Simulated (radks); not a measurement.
Task: Ta XV, configuration [Kr] 4d10 4f11 5s2. Calculated with a radial shooting solver on a logarithmic mesh with Libxc functionals: scalar-relativistic Kohn-Sham, BP86, spin-unpolarised, spherical densities, finite nucleus; Fermi nuclear charge, rms radius 5.3507 fm. Some entries of the table are withheld. Estimate them.

orbital  occ.  eigenvalue (hartree)  <r> (bohr)  r(max) (bohr)
1s          2             -2486.397     0.01866        0.01168
2s          2             -436.3532     0.07895        0.06685
2p          6             -383.8628     0.07056        0.05476
3s          2             -108.4424      0.2047         0.1886
3p          6             -92.81926      0.2048         0.1865
3d         10             -74.56427         (1)         0.1519
4s          2                   (2)      0.4553         0.4275
4p          6             -25.42060         (3)         0.4474
4d         10             -18.77936      0.5100         0.4573
5s          2             -11.87017      0.9589         0.9169
4f         11             -11.33992      0.5513         0.4255

Result: 
(1) 3d <r> (bohr): 0.1855
(2) 4s eigenvalue (hartree): -30.59887
(3) 4p <r> (bohr): 0.4819
